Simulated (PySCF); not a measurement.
**Calcium: highly charged ions in a basis for the neutral atom**

Ca⁵⁺ [Ne] 3s2 3p3, Ca⁶⁺ [Ne] 3s2 3p2. Computed with PySCF 2.14 in x2c-TZVPall, with scalar relativity by spin-free X2C-1e. No spin-orbit coupling, so a gap to NIST mixes the basis error with missing relativistic terms.

Changed run: basis of the neutral atom used for a highly charged ion. This setting is unsound on purpose.

| species | method | sound run (hartree) | changed run (hartree) | converged |
| --- | --- | --- | --- | --- |
| Ca⁵⁺ | UHF | not run | -671.72031 | yes |
| Ca⁵⁺ | BP86 | not run | -672.39427 | yes |
| Ca⁵⁺ | TPSS | not run | -672.35875 | yes |
| Ca⁶⁺ | UHF | not run | -667.77327 | yes |
| Ca⁶⁺ | BP86 | not run | -668.41995 | yes |
| Ca⁶⁺ | TPSS | not run | -668.38201 | yes |

Ionisation energy of Ca⁵⁺:

```
method  changed run (eV)      NIST (eV)
   UHF            107.40  108.78 ± 0.25
  BP86            108.15  108.78 ± 0.25
  TPSS            108.21  108.78 ± 0.25
```

The contracted functions were made for the neutral atom and can be too rigid for a highly charged ion.
